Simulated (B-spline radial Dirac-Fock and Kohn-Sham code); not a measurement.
**Relativistic shifts of the levels of Cs³²⁺**

System: cesium as Cs³²⁺, configuration [Ar] 3d5.

Both columns are ΔSCF binding energies of the configuration average from a B-spline atomic structure program: non-relativistic Hartree-Fock with a point nucleus, and Dirac-Fock with a finite nucleus and the Coulomb interaction alone, averaged over the two j levels with weights 2j+1.

| shell | Hartree-Fock (eV) | Dirac-Fock (eV) | shift (eV) | shift (%) |
| --- | --- | --- | --- | --- |
| 1s | 36042.7 | 37608.5 | +1565.75 | +4.34 |
| 2s | 6780.6 | 7183.8 | +403.18 | +5.95 |
| 2p | 6466.8 | 6596.0 | +129.20 | +2.00 |
| 3s | 2375.6 | 2480.8 | +105.24 | +4.43 |
| 3p | 2243.1 | 2284.0 | +40.90 | +1.82 |
| 3d | 2036.5 | 2034.9 | -1.55 | -0.08 |

Relativity binds 1s, 2s, 2p, 3s, 3p more strongly, among those listed most of all 2s in relative terms, and 3d more weakly, because the contracted s and p shells screen the nucleus better.

Values without a named source are computed, but for edge energies of neutral atoms, which are taken from tables.
